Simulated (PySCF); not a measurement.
Orbital picture of TlB⁻

MN15 at R = 2.296 Å; PySCF, scalar-relativistic core potentials, basis sets Tl def2-SVPD with ECP60, B def2-SVPD. State: ⁴Σ⁻ (quartet), unpaired electrons σ ↑, π ↑↑. Only the outer orbitals are listed, counted within each symmetry, core potentials removing the inner ones.

```
spin  orbital  occ.  ε (eV)  on Tl (%)           main shells (%)
   α       5σ     1   -8.20         66           61 Tl s, 32 B s
   α       6σ     1   -4.33         40           56 B s, 32 Tl s
   α       3π     1   -0.27         54           50 Tl p, 47 B p
   α       3π     1   -0.27         54           50 Tl p, 47 B p
   α       7σ     1   -0.22         46   42 B p, 40 Tl p, 11 B s
   α       4π     0    4.05         64  43 Tl p, 32 B p, 21 Tl d
   α       4π     0    4.05         64  43 Tl p, 32 B p, 21 Tl d
   β       5σ     1   -6.83         78           76 Tl s, 21 B s
   β       6σ     1   -2.63         39  60 B s, 21 Tl s, 16 Tl p
   β       3π     0    3.06         76           74 Tl p, 27 B p
   β       3π     0    3.06         76           74 Tl p, 27 B p
   β       7σ     0    3.21         48   44 Tl p, 27 B p, 24 B s
```

Problem. Which are the highest filled and the lowest empty level, where do they sit, and how wide is the gap?

Solution. Highest filled α 7σ at -0.22 eV (in %: 42 B p, 40 Tl p, 11 B s); lowest empty β 3π at 3.06 eV (in %: 74 Tl p, 27 B p); the gap at MN15 is 3.28 eV. An empty level above zero is unbound, and its energy depends on the basis.

* bond order (Mayer): 1.69
* ⟨S²⟩: 3.755
* charge on Tl (Mulliken, basis-dependent): -0.72
* charge on Tl (Löwdin, basis-dependent): -0.45
* dipole moment (positive dipole points towards B; it is taken about the centre of mass and depends on that origin): -5.03 D

Spin–orbit coupling is left out, which matters for elements this heavy, above all for dissociation energies. The state is the lowest determinant that a PBE0 search found; another state may lie lower at other levels.
